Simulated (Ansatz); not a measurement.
# SnSe (SMILES [Se][Sn]): the energy, rung by rung

SnSe has 2 atoms, charge 0, and is taken as a singlet. As SMILES, `[Se][Sn]`. The shape comes from GFN2-xTB, which is rough for such elements, and wasn't checked as a minimum.

```xyz
2

Se    0.0000    0.0000    0.0000
Sn    0.0000    0.0000    2.3383
```

Each level gives the energy change with the Se1–Sn2 bond stretched from 2.338 to 4.651 Å (eV). The values are calculated.

```json
{"level": "HF/STO-3G (restricted)", "kind": "Hartree–Fock", "program": "Ansatz", "value (eV)": "7.93", "less FCI/STO-3G": "+2.38"}
{"level": "revPBE/STO-3G (restricted)", "kind": "GGA", "program": "Ansatz", "value (eV)": "7.74", "less FCI/STO-3G": "+2.19"}
{"level": "r2SCAN/STO-3G (restricted)", "kind": "meta-GGA", "program": "Ansatz", "value (eV)": "8.37", "less FCI/STO-3G": "+2.82"}
{"level": "BHLYP/STO-3G (restricted)", "kind": "global hybrid", "program": "Ansatz", "value (eV)": "8.78", "less FCI/STO-3G": "+3.23"}
{"level": "HSE06/STO-3G (restricted)", "kind": "range-separated hybrid", "program": "Ansatz", "value (eV)": "9.03", "less FCI/STO-3G": "+3.48"}
{"level": "B2PLYP/STO-3G (restricted)", "kind": "double hybrid", "program": "Ansatz", "value (eV)": "8.99", "less FCI/STO-3G": "+3.44"}
{"level": "RPA@PBE/STO-3G (restricted)", "kind": "RPA", "program": "Ansatz", "value (eV)": "4.73", "less FCI/STO-3G": "-0.82"}
{"level": "MP2/STO-3G (restricted)", "kind": "perturbation theory", "program": "Ansatz", "value (eV)": "9.05", "less FCI/STO-3G": "+3.50"}
{"level": "CCSD(T)/STO-3G (unrestricted)", "kind": "coupled cluster or CI", "program": "Ansatz", "value (eV)": "5.54", "less FCI/STO-3G": "-0.01"}
{"level": "FCI/STO-3G", "kind": "exact in the basis", "program": "Ansatz", "value (eV)": "5.55", "less FCI/STO-3G": "0.00"}
```

FCI/STO-3G is exact within its basis and frozen core, so for wave-function methods in that basis the difference is their error; functionals converge differently with the basis, so for them it is only a difference. Spin-restricted single references rise too steeply as a bond breaks. Perturbation and coupled-cluster corrections on them can overshoot downwards. All-electron rows without a relativistic Hamiltonian named are non-relativistic. The first shape isn't each level's own minimum. The values span 4.73 to 9.05 eV. Spin contamination of the reference (⟨S²⟩ at least 0.1 too high) touches CCSD(T)/STO-3G. All rows use very small basis sets, so even the best lies far from the true value. In the correlated wave-function rows the outer d shell of Se, Sn is correlated, in sets not made for it.
